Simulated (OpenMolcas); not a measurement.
**S+: effect of correlating more closed shells**

| Item | Value |
| --- | --- |
| Program | OpenMolcas |
| Basis | ANO-R3 [6s5p4d3f1g] |
| Scalar Hamiltonian | X2C, finite nucleus |
| Active space | 3 electrons in 3 orbitals (3p) |
| State averaging | 2S+1 = 4 odd, 1 root; 2S+1 = 2 odd, 8 roots |
| Spin-orbit coupling | state interaction with AMFI integrals over the reference wave functions, term energies averaged over their components |

Methods on the same reference wave functions:
A. CASSCF
B. SS-CASPT2, IPEA 0.25 Eh, imaginary shift 0.1 Eh (closed shells correlated: 3s)
C. SS-CASPT2, IPEA 0.25 Eh, imaginary shift 0.1 Eh (closed shells correlated: 2s 2p 3s)

Energies in cm⁻¹ above 3s² 3p³ ⁴S°_3/2, the measured ground level; measured values from NIST Handbook of Basic Atomic Spectroscopic Data.

```json
{"Level": "3s² 3p³ ⁴S°_3/2", "A": "0.0", "B": "0.0", "C": "0.0", "Measured": "0.0"}
{"Level": "3s² 3p³ ²D°_3/2", "A": "19239", "B": "15200", "C": "15080", "Measured": "14853"}
{"Level": "3s² 3p³ ²D°_5/2", "A": "19257", "B": "15220", "C": "15100", "Measured": "14885"}
{"Level": "3s² 3p³ ²P°_1/2", "A": "31918", "B": "25820", "C": "25620", "Measured": "24525"}
{"Level": "3s² 3p³ ²P°_3/2", "A": "31942", "B": "25850", "C": "25650", "Measured": "24572"}
```

Deviations, from unrounded energies. A percentage is the sum of absolute deviations over the sum of measured energies, with the sign that they share, or ± where signs differ.

```tsv
Against measurement	Levels	A	B	C
mean absolute deviation (cm-1)	4	5900	810	650
other terms of the ground configuration (%)	4	+29.8	+4.1	+3.3
```

C lies closest to measurement on these levels and A furthest from it. The largest miss of C in the table is 3s² 3p³ ²P°_1/2, by +1100 cm-1. The ranking rests on the paired levels alone, and a cruder setting can come out closer through cancelling errors.

Between B and C the level of the table that moves most is 3s² 3p³ ²P°_1/2, by 200 cm-1 (lowest in C, highest in B). Moves below CASPT2's spread within the term are not significant.

The mean deviations of B to C differ by less than CASPT2's widest spread within a term (230 cm-1), so their order carries little weight.

From A to B the spin-free energies of the other terms of 3s² 3p³ shown, above ⁴S°, scale by factors of 0.79 to 0.81.

The lowest spin-free term lies below A's lowest term by 0.098 hartree in B, 0.378 hartree in C.

What an inner shell adds also hangs on whether the basis holds functions to correlate it.

Term energies are means over components that CASPT2 splits; among the terms shown or strongly mixed into the levels shown the widest spread is 230 cm-1 (3s² 3p³ ²P°, B). With the s shell closed, the reference lacks s² → p² mixing. Without dynamic correlation excited terms often stand tens of per cent too high (terms of higher spin than the ground term too low), and those without a measured partner can miss by more than the paired ones (holds for A). Computed and measured levels are paired by configuration, term and J; levels that our copy of the source lacks, or whose pairing is in doubt (as where it misses far off the trend of its configuration), stay unpaired and out of the deviations. Only configurations of the active space appear.

° marks odd parity.
